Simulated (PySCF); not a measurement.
## Worked example: chemical shift, span and skew from a shielding tensor

C4H10Si2, SMILES C1(CC[Si@H]1[SiH3])=C. Atoms are numbered in the order given.

```xyz
16

C     -1.6660     0.5672     1.8394
C     -1.2571     0.2207     0.6172
C     -1.8210     0.6260    -0.7526
C     -0.7576    -0.0017    -1.7184
Si     0.1417    -0.7538    -0.2007
Si     2.3109     0.0228     0.2597
H     -1.1540     0.2107     2.7390
H     -2.5322     1.2227     1.9974
H     -2.8238     0.1940    -0.9143
H     -1.9204     1.7193    -0.8658
H     -0.1753     0.7498    -2.2719
H     -1.1740    -0.7127    -2.4465
H      0.0857    -2.2440    -0.0709
H      2.6747    -0.2484     1.6835
H      2.3625     1.4980     0.0298
H      3.3298    -0.6287    -0.6191
```

The structure is a stationary point at B3LYP-D3(BJ)/def2-SVP. A frequency run showed that this geometry is not a minimum. The structure was generated by enumeration; whether it is a known compound was not checked.

GIAO shieldings from B3LYP/pcSseg-1 run with PySCF, non-relativistic, no solvent. The symmetric part of the tensor of Si5 has the principal values 297.3, 343.5, 444.9 ppm. The same nucleus in TMS has σ = 338.7 ppm at this level (PySCF, at its B3LYP-D3(BJ)/def2-TZVP geometry).

### Question
Work out the isotropic shielding, the ²⁹Si shift against TMS, the span and the skew.

### Answer

σ(iso) = (σ11 + σ22 + σ33)/3 = 361.9 ppm. δ = σ(ref) − σ(iso) = 338.7 − (361.9) = -23.2 ppm.
Span Ω = σ33 − σ11 = 147.6 ppm. Skew κ = 3(σ(iso) − σ22)/Ω = 0.37. Tumbling in solution averages the tensor to δ; in a static solid the shielding alone would spread this spin-1/2 line over Ω.
